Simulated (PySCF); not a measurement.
**Tellurium: a sound run and one with changed settings**

Sound run: Te²⁺ [Kr] 4d10 5s2 5p2, Te³⁺ [Kr] 4d10 5s2 5p1. All numbers are calculated (PySCF 2.14, scalar relativity through the core potential, in def2-SVP with the def2 core potential (28 electrons) (4s4p2d, 26 functions)). The sound run starts from symmetry-adapted Hartree-Fock orbitals and uses a fine grid where one is needed.

Changed run: 14 angular points. This setting is unsound on purpose.

```csv
species,method,sound run (hartree),changed run (hartree),converged
Te²⁺,UHF,-266.03954,-266.03954,yes
Te²⁺,PBE,-266.95502,-266.95540,yes
Te²⁺,M06-L,-267.14190,-267.14350,yes
Te³⁺,UHF,-265.04974,-265.04974,yes
Te³⁺,PBE,-265.94405,-265.94374,yes
Te³⁺,M06-L,-266.14820,-266.14919,yes
```

Ionisation energy of Te²⁺:

| method | sound run (eV) | changed run (eV) |
| --- | --- | --- |
| UHF | 26.934 | 26.934 |
| PBE | 27.510 | 27.529 |
| M06-L | 27.040 | 27.057 |

A coarse angular grid integrates products of high-l functions wrongly, so density functionals can shift, and the SCF can exploit the error; Hartree-Fock and MP2 need no grid.

For comparison, NIST gives 27.84 ± 0.04 eV between the lowest levels.
